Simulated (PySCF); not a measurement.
Spinor energies of Eu⁵⁸⁺ (europium, charge +58)

Start: [He] 2s2 2p1; 2p1/2 filled at m_j = +1/2. Calculated with PySCF 2.14 in an uncontracted even-tempered set (17 s from 40 bohr⁻², ratio 2.4; 13 p from 51 bohr⁻², ratio 2.4; 5 d from 170 bohr⁻², ratio 2.6; 4 f from 250 bohr⁻², ratio 2.6): generalised Hartree-Fock with the X2C-1e Hamiltonian and a Gaussian nucleus; one run each with spin-orbit coupling (SO) switched off, then screened by Boettger's factors.

```json
{"spinor shell": "1s1/2", "electrons": "2", "ε, spin-free (eV)": "-54836.1", "ε, screened SO (eV)": "-54815.8", "weight of nominal j (screened SO)": "1.000", "rms radius, screened SO (bohr)": "0.0253"}
{"spinor shell": "2s1/2", "electrons": "2", "ε, spin-free (eV)": "-13217.3", "ε, screened SO (eV)": "-13211.1", "weight of nominal j (screened SO)": "1.000", "rms radius, screened SO (bohr)": "0.0982"}
{"spinor shell": "2p1/2", "electrons": "1", "ε, spin-free (eV)": "-12559.6", "ε, screened SO (eV)": "-13063.5", "weight of nominal j (screened SO)": "1.000", "rms radius, screened SO (bohr)": "0.0830"}
```

| quantity | spin-free | screened SO |
| --- | --- | --- |
| E (hartree) | -5621.41486 | -5639.93083 |
| M_J | 1/2 | 1/2 |
| ⟨J²⟩ | 1.107 | 0.750 |
| ⟨L²⟩ | 2.000 | 2.000 |
| ⟨S²⟩ | 0.750 | 0.750 |

Each row is a mean over spinors that exchange with the open shell spreads, by up to 17.336 eV (2s1/2).

Breit and QED terms are absent; they matter most for the inner s and p1/2 levels.

Densities and radii are taken from the X2C orbitals without a picture-change correction, which distorts them close to the nucleus.

Without spin-orbit coupling the j labels of p, d and f shells carry no meaning; the spin-free column gives the mean over the occupied spinors of each nl shell, and its ⟨J²⟩ belongs to a mixture of degenerate components.
